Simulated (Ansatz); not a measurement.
Basis-set extrapolation for BFH4OSi2 (`F[Si]1([SiH3])BO1`) (PBE0-D4/def2-TZVP geometry, frozen core, the Gaussian-basis code of Ansatz). Multiplicity 1, RHF reference.

```csv
,def2-TZVPP,def2-QZVPP
HF,-779.367340,-779.395076
MP2 correlation,-0.814209,-0.881825
CCSD(T) correlation,-0.883900,not run
```

Energies in hartree. Use E(X) = E(∞) + A·exp(−7.88·√X) for Hartree–Fock and E(X) = E(∞) + B·X^(−2.97) for correlation, with X = 3 and 4, and add CCSD(T) minus MP2 of the smaller set to the MP2 limit.

What is the CCSD(T) energy at the basis-set limit?

HF limit: -779.395076 + (-0.027736) × 0.13774 = -779.39890. MP2 limit: -0.881825 + (-0.067616) × 0.74074 = -0.93191. Higher-order term: -0.883900 − (-0.814209) = -0.06969. Total: -780.40050 hartree, 4.06 eV below CCSD(T)/def2-TZVPP.
